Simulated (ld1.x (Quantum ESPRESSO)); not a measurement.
revPBE TM dataset for sulfur (S), scalar-relativistic all-electron reference.

sulfur (S), norm-conserving Troullier–Martins (Kleinman–Bylander form), made with ld1.x (Quantum ESPRESSO) 7.5 (revPBE, scalar-relativistic). Core [Ne], reference 3s2 3p4. Waves: 3s (bound): rc 1.40 bohr; 3p (bound): rc 1.10 bohr. Local part: the p channel. Core correction: none.

All-electron outer shells of the reference configuration (revPBE, scalar-relativistic, ld1.x):

| shell | level (eV) | outermost node (bohr) | outermost maximum (bohr) |
| --- | --- | --- | --- |
| 2s | -211.81 | 0.13 | 0.39 |
| 2p | -156.45 | – | 0.33 |
| 3s | -17.23 | 0.60 | 1.42 |
| 3p | -6.98 | 0.58 | 1.61 |

Calculated quality:

```
Cutoffs needed           : 90 Ry and 160 Ry (the cutoffs (Ry, on a coarse ladder) from which the occupation-weighted sum of valence levels, in a spherical-Bessel basis at the reference potential, stays within 10 and 1 mRy of its value at 400 Ry)
Ghost test               : no extra level below or beside the all-electron valence levels (s, p, d, f tested) (spherical-Bessel basis up to 400 Ry, 20 bohr box)
Largest excitation error : +91 meV (all-electron minus pseudo) for 3s2 3p0, out of 7 test configurations
```

Generation and tests took about 1.1 s on one core of a shared server CPU.
